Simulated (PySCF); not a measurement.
**Correlation energy of Kr⁺ (krypton, charge +1)**

[Ar] 3d10 4s2 4p5, 2P determinant. All numbers are calculated (PySCF 2.14, the spin-free X2C one-electron Hamiltonian (Gaussian nucleus), in x2c-TZVPall (6s5p4d1f, 48 functions)). Frozen: [Ar] 3d10; 7 electrons correlated.

MP2 pair energies summed by pair of shells (mhartree):

```
 pair  energy  share (%)
4p-4p  -85.52       62.1
4s-4p  -44.44       32.3
4s-4s   -7.77        5.6
```

Total MP2 correlation energy: -137.74 mhartree.

Same-spin part -31.29 and opposite-spin part -106.45 mhartree; SCS-MP2 scales them by 1/3 and 6/5 to -138.17 mhartree.

```csv
level,correlation energy (mhartree)
CCSD,-157.43
(T),-4.04
CCSD(T),-161.47
```

Diagnostics: T1 = 0.0054, D1 = 0.0184, largest double amplitude 0.045.

Cost of the coupled-cluster step: 0.75 s of wall time on 1 thread of Neoverse-V1 (shared host), for 7 correlated electrons.

Iterations:

```
CC2 = 0
CCSD nocc = (np.int64(4), np.int64(3)), nmo = (34, 34)
frozen orbitals [[0, 1, 2, 3, 4, 5, 6, 7, 8, 9, 10, 11, 12, 13], [0, 1, 2, 3, 4, 5, 6, 7, 8, 9, 10, 11, 12, 13]]
max_cycle = 100
direct = 0
conv_tol = 1e-08
conv_tol_normt = 1e-06
diis_space = 8
diis_start_cycle = 0
Init t2, MP2 energy = -0.137739930144225
Init E_corr(UCCSD) = -0.13773993014491
cycle = 1  E_corr(UCCSD) = -0.153308226682727  dE = -0.0155682965  norm(t1,t2) = 0.0335176
cycle = 2  E_corr(UCCSD) = -0.156314459876268  dE = -0.00300623319  norm(t1,t2) = 0.0098782
cycle = 3  E_corr(UCCSD) = -0.1574768912777  dE = -0.0011624314  norm(t1,t2) = 0.00366527
cycle = 4  E_corr(UCCSD) = -0.157431873797626  dE = 4.50174801e-05  norm(t1,t2) = 0.000417001
cycle = 5  E_corr(UCCSD) = -0.157432071997679  dE = -1.98200053e-07  norm(t1,t2) = 5.96414e-05
cycle = 6  E_corr(UCCSD) = -0.157432476580299  dE = -4.0458262e-07  norm(t1,t2) = 1.18824e-05
cycle = 7  E_corr(UCCSD) = -0.157432437853575  dE = 3.87267242e-08  norm(t1,t2) = 2.89421e-06
cycle = 8  E_corr(UCCSD) = -0.157432437936188  dE = -8.2613083e-11  norm(t1,t2) = 7.35866e-07
UCCSD converged
E(UCCSD) = -2787.856844878476  E_corr = -0.1574324379361879
UCCSD(T) correction = -0.00404499616602387
```
